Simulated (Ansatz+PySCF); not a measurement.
Values are calculated unless marked as measured or tabulated.
## Ansatz (development build ahead of 0.2.0) run

```yaml
crystal:
  periodic: [false, false, false]
  atoms:
    - { symbol: Li, position_ang: [0.0, 0.0, 0.0] }
    - { symbol: Be, position_ang: [1.31708, 1.75611, 3.80209] }
basis:
  gaussian: { orbitals: STO-3G }
total_charge: -1
hamiltonian:
  xc: hf
correlation:
  method: fci
  frozen_orbitals: { Be: 0, Li: 0 }
```

The input is written out in the form of the current development build from the run's settings.

The run gave:

```
Converged    : yes
Total energy : -21.65983 hartree
State        : lowest singlet root, of any spatial symmetry
```

Caution: no diffuse functions for an anion.
